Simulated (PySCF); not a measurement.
## Tin: highly charged ions in a basis for the neutral atom

Sn¹⁵⁺ [Ar] 3d10 4s2 4p5, Sn¹⁶⁺ [Ar] 3d10 4s2 4p4. Calculation: PySCF 2.14, in x2c-SVPall (6s5p3d, 36 functions); scalar relativity by spin-free X2C-1e. No spin-orbit coupling, so a gap to NIST mixes the basis error with missing relativistic terms.

Changed run: basis of the neutral atom used for a highly charged ion. This setting is unsound on purpose.

| species | method | sound run (hartree) | changed run (hartree) | converged |
| --- | --- | --- | --- | --- |
| Sn¹⁵⁺ | UHF | not run | -6091.02263 | yes |
| Sn¹⁵⁺ | LDA | not run | -6086.81658 | yes |
| Sn¹⁵⁺ | PBE | not run | -6092.51837 | yes |
| Sn¹⁶⁺ | UHF | not run | -6075.88966 | yes |
| Sn¹⁶⁺ | LDA | not run | -6071.60382 | yes |
| Sn¹⁶⁺ | PBE | not run | -6077.32485 | yes |

Ionisation energy of Sn¹⁵⁺:

```tsv
method	changed run (eV)	NIST (eV)
UHF	411.79	407 ± 3
LDA	413.96	407 ± 3
PBE	413.44	407 ± 3
```

The contracted functions were made for the neutral atom and can be too rigid for a highly charged ion.
